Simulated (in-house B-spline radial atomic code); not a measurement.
Radial electron density of Nd⁺, [Xe] 4f4 10g1. Level of theory: Dirac-Hartree-Fock, average of configuration, Fermi nucleus of rms radius 4.9123 fm; calculated with an all-electron radial atomic-structure program (B-spline basis).

Columns: r (bohr), 4πr²n(r) (electrons per bohr), bar.

```
0.000789    2.144 #
 0.00105    3.476 #
  0.0014    5.594 ##
 0.00187    8.899 ####
 0.00249    13.83 ######
 0.00332       21 #########
 0.00443    30.88 #############
  0.0059    43.36 ##################
 0.00787    57.58 ########################
  0.0105    70.93 ##############################
   0.014    79.53 ##################################
  0.0186    80.26 ##################################
  0.0248    74.56 ################################
  0.0331    71.03 ##############################
  0.0441    79.85 ##################################
  0.0588    97.71 ##########################################
  0.0784    103.4 ############################################
   0.105    87.04 #####################################
   0.139    77.17 #################################
   0.186    88.97 ######################################
   0.247    81.72 ###################################
    0.33    45.84 ####################
    0.44    34.94 ###############
   0.586    40.91 #################
   0.781    27.98 ############
    1.04    13.69 ######
    1.39    9.111 ####
    1.85    5.562 ##
    2.47    1.896 #
    3.29   0.3167 
    4.38   0.0235 
    5.84 0.003627 
    7.79 0.006267 
    10.4 0.002379 
    13.8 0.002628 
    18.4 0.003771 
    24.6 0.007392 
    32.8 0.0009171 
    43.7 0.001672 
    58.2  0.01115 
    77.6  0.02645 
     103 0.004897 
     138 6.255e-06 
     184 5.471e-11 
     245 7.446e-15
```

On this grid the curve has 7 maxima, near 0.0186, 0.0784, 0.186, 0.586, 7.79, 24.6, 77.6 bohr.

The 10g7/2 radial function P(r) = rR(r), positive near the nucleus, with its small component Q(r) (sign convention: Q ≈ (P' + κP/r)/2c):

```
r (bohr)          P           Q
    1.04  0.0002019   5.063e-06
    1.85   0.001381    2.05e-05
    3.29    0.01069   8.784e-05
    5.84    0.05469   0.0002056
    10.4    0.04878  -2.304e-05
    18.4   -0.06141    2.42e-05
    32.8   -0.03028  -0.0001022
    58.2     0.1056  -1.098e-05
     103   -0.06998   8.134e-06
```
